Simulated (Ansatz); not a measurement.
(F)2Al-S-SiH3 (AlSiH3SF2). Charge 0, multiplicity 1. Geometry r2SCAN-D4/def2-SVP, basis def2-TZVP, Ansatz.

```xyz
8

Al   -0.524    0.534   -1.658
F    -0.046   -1.045   -1.816
F    -1.070    1.351   -2.984
S    -0.405    1.438    0.291
Si    0.380   -0.293    1.344
H    -0.575   -1.435    1.282
H     0.542    0.156    2.754
H     1.698   -0.706    0.787
```

| run | HOMO (eV) | LUMO (eV) |
| --- | --- | --- |
| A | -7.78 | -1.62 |
| B | -8.18 | -1.25 |
| C | -6.98 | -2.10 |
| D | -8.37 | -1.00 |
| E | -7.27 | -1.66 |
| F | -9.46 | -0.36 |

HSE06 is defined as in plane-wave codes, on full-range PBE exchange.

Q: The runs used CAM-B3LYP, HSE06, PBE, PBE0, r2SCAN, r2SCAN0. Estimate which is which.

A: A HSE06 (range-separated); B PBE0 (25 % exact exchange); C PBE (0 % exact exchange); D r2SCAN0 (25 % exact exchange); E r2SCAN (0 % exact exchange); F CAM-B3LYP (range-separated). Exact exchange lowers occupied and raises empty levels; among semilocal functionals meta-GGAs tend to open the gap a little, and such runs are hard to tell apart. The gap grows from 4.87 eV (PBE) to 9.10 eV (CAM-B3LYP).
